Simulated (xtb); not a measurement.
BaCl2, charge +1, doublet, at a GFN2-xTB geometry (such geometries of metal compounds can be far from the true shape) (a state made from the parent by changing its charge; the spin is typed, not shown lowest); GFN2-xTB with GBSA(acetonitrile) in xtb.

xtb was given this input:
```
$ xtb mol.xyz --gfn 2 --chrg 1 --uhf 1 --gbsa acetonitrile --json

# file mol.xyz
3

Ba     0.44228430     0.52411127     0.57675849
Cl     0.23375230    -0.64466575    -1.88645350
Cl    -1.69068882    -1.08181843    -0.01345681
```

What the program printed (banner, timings and long lists left out):

```
   ID    Z sym.   atoms
    1   56 Ba     1
    2   17 Cl     2, 3

           -------------------------------------------------
          |                Calculation Setup                |
           -------------------------------------------------

           -------------------------------------------------
          |                 G F N 2 - x T B                 |
           -------------------------------------------------

      * Solvation model:               GBSA
        Solvent                        acetonitrile
        Parameter file                 internal GFN2-xTB/GBSA
        Dielectric constant                3.7500E+01
        Reference state                gsolv [1 M gas/solution]
        Free energy shift                  2.0473E-03 Eh       1.2847E+00 kcal/mol
        Temperature                        2.9815E+02 K
        Density                            7.8600E-01 kg/L
        Solvent mass                       4.1050E+01 g/mol
        Interaction kernel             Still
        Born radius scaling (c1)           1.5800E+00
        Born radii integrator          GBOBC
        Born offset                        1.3788E-02 a0       2.6056E-02 AA
        H-bond correction              true
        Ion screening                  false
        Surface tension                    1.0000E-05 Eh       1.5569E+01 dyn/cm
        Grid points                               230 per atom

          ...................................................
          :                      SETUP                      :
          :.................................................:
          :  # basis functions                  30          :
          :  # atomic orbitals                  27          :
          :  # shells                            9          :
          :  # electrons                        15          :
          :  max. iterations                   250          :
          :  Hamiltonian                  GFN2-xTB          :
          :  restarted?                      false          :
          :  GBSA solvation                   true          :
          :  PC potential                    false          :
          :  electronic temp.          300.0000000     K    :
          :  accuracy                    1.0000000          :
          :  -> integral cutoff          0.2500000E+02      :
          :  -> integral neglect         0.1000000E-07      :
          :  -> SCF convergence          0.1000000E-05 Eh   :
[...]
         :: total energy              -9.241426702005 Eh    ::
[...]
        16                         -0.0516081              -1.4043
        17                         -0.0513539              -1.3974
        18                         -0.0494380              -1.3453
        19                         -0.0489204              -1.3312
       ...                                ...                  ...
        27                          0.4016206              10.9287
      -------------------------------------------------------------
                  HL-Gap            0.0333904 Eh            0.9086 eV
             Fermi-level           -0.4668267 Eh          -12.7030 eV

     #   Z          covCN         q      C6AA      α(0)
     1  56 Ba       1.363     0.761   688.413    83.523
     2  17 Cl       1.047     0.120    95.698    14.966
     3  17 Cl       1.047     0.120    95.698    14.966

 Mol. C6AA /au·bohr⁶  :       1977.673154
 Mol. C8AA /au·bohr⁸  :     332028.118596
 Mol. α(0) /au        :        113.455947

Wiberg/Mayer (AO) data.
largest (>0.10) Wiberg bond orders for each atom

 ---------------------------------------------------------------------------
     #   Z sym  total        # sym  WBO       # sym  WBO       # sym  WBO
 ---------------------------------------------------------------------------
     1  56 Ba   1.750 --     2 Cl   0.875     3 Cl   0.875
     2  17 Cl   1.521 --     1 Ba   0.875     3 Cl   0.646
     3  17 Cl   1.521 --     1 Ba   0.875     2 Cl   0.646
 ---------------------------------------------------------------------------

Topologies differ in total number of bonds
Writing topology from bond orders to xtbtopo.mol

molecular dipole:
                 x           y           z       tot (Debye)
 q only:        0.307       0.364       0.400
   full:        0.543       0.643       0.708       2.796
molecular quadrupole (traceless):
                xx          xy          yy          xz          yz          zz
 q only:       -0.148       2.020      -0.676       0.772       2.020       0.824
  q+dip:       -0.329       3.845      -1.215       1.612       3.906       1.544
   full:       -0.006       2.866      -1.273       0.477       2.605       1.279

           -------------------------------------------------
          | TOTAL ENERGY               -9.241426702005 Eh   |
          | GRADIENT NORM               0.000211876415 Eh/α |
          | HOMO-LUMO GAP               0.908598476231 eV   |
           -------------------------------------------------

normal termination of xtb
```
